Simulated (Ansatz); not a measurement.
Mulliken charges of CH3BrOSi, SMILES `BrC1O[SiH2]1` from ωB97M-V/def2-TZVPP in Ansatz (PBE0-D4/def2-TZVP geometry).

| atom | x (Å) | y (Å) | z (Å) | charge (e) |
| --- | --- | --- | --- | --- |
| Br1 | -0.945 | -1.739 | 1.400 | -0.091 |
| C2 | 0.350 | -0.653 | 0.460 | -0.075 |
| O3 | 0.256 | -0.718 | -0.964 | -0.358 |
| Si4 | -0.152 | 0.825 | -0.449 | 0.388 |
| H5 | 1.335 | -0.883 | 0.852 | 0.150 |
| H6 | -1.576 | 1.201 | -0.524 | -0.003 |
| H7 | 0.793 | 1.898 | -0.821 | -0.010 |

Task: By hand: the dipole of these point charges (1 e Å = 4.8032 D).

Result: Σ q r = (0.106, 0.629, 0.147) e Å, of length 0.655 e Å = 3.15 D.

Task: How does the dipole of the full density compare? (An estimate is asked.)

Result: Ansatz gave: (0.134, 0.582, -0.030) e Å, 2.87 D; the point charges give 1.10 times that, at 16° from its direction.

Point charges leave out the atoms' own dipoles, such as those of lone pairs, and Mulliken's split depends on the basis, so the close match here is no proof of good charges.
